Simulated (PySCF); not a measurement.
These compounds are isomers of formula C9H9OP.

A. SMILES O=Cc1cpccc1C1CC1
B. SMILES COC1=C(c2ccccc2)P1
C. SMILES CCc1oc2ccccc2p1

Spectrum 1. 1H NMR (300 MHz, computed): δ 8.38 (m, 1H), 7.91 (m, 1H), 7.71 (m, 1H), 7.56 (m, 1H), 3.13 (m, 2H), 1.63 (t, 3H). 13C{1H} NMR (computed): δ 220.0 (C), 165.2 (C), 145.7 (C), 134.7 (CH), 130.9 (CH), 127.4 (CH), 118.3 (CH), 31.6 (CH2), 13.5 (CH3).

Spectrum 2. 1H NMR (300 MHz, computed): δ 11.27 (m, 1H), 10.19 (m, 1H), 9.43 (m, 1H), 8.32 (m, 1H), 2.52 (m, 1H), 1.17 (m, 2H), 0.75 (m, 2H). 13C{1H} NMR (computed): δ 195.3 (CH), 172.3 (CH), 167.2 (CH), 152.8 (C), 142.8 (CH), 140.3 (C), 18.1 (CH), 10.2 (CH2).

Spectrum 3. 1H NMR (300 MHz, computed): δ 7.80 (m, 2H), 7.66 (m, 2H), 7.47 (t, 1H), 4.29 (s, 3H), 3.15 (m, 1H). 13C{1H} NMR (computed): δ 147.3 (C), 135.3 (CH), 133.8 (CH), 132.8 (C), 131.6 (CH), 79.7 (C), 62.2 (CH3).

Relativity neglected, gas phase, fast rotation and ring inversion assumed for equivalent nuclei, single conformer. σ from GIAO-PBE0/pcSseg-1; GFN2-xTB geometry; PySCF.

Scale: 1H (σ = 31.72 ppm), 13C (σ = 186.93 ppm) vs TMS (reference shieldings calculated alike). Splittings of carbon signals by F and P are missing where no couplings were computed. Where no couplings were computed, multiplicities follow the n + 1 count of equivalent neighbours, and m marks all less simple cases (inequivalent or close neighbours, rings, F or P nearby). Shifts are as computed. Against solution values, carbons near 30 ppm lie about +3 ppm off and those near 130 ppm about +5 ppm. Of 1211 compounds with measured shifts, 218 miss one by over three times the rms of a fit or turn the order of signals round; such compounds aren't used in these exercises.

Problem. Match each spectrum to its structure.

Solution. 1–C, 2–A, 3–B.

- Spectrum 1 (C): 9 13C signals; δC 134.7 is an aromatic CH; δC 130.9 is an aromatic CH.
- Spectrum 2 (A): 8 13C signals; δC 195.3 is an aldehyde carbonyl carbon; δC 18.1 is a three-membered-ring carbon.
- Spectrum 3 (B): 7 13C signals; δC 147.3 is an alkene carbon bearing oxygen; δC 135.3 is an aromatic CH.
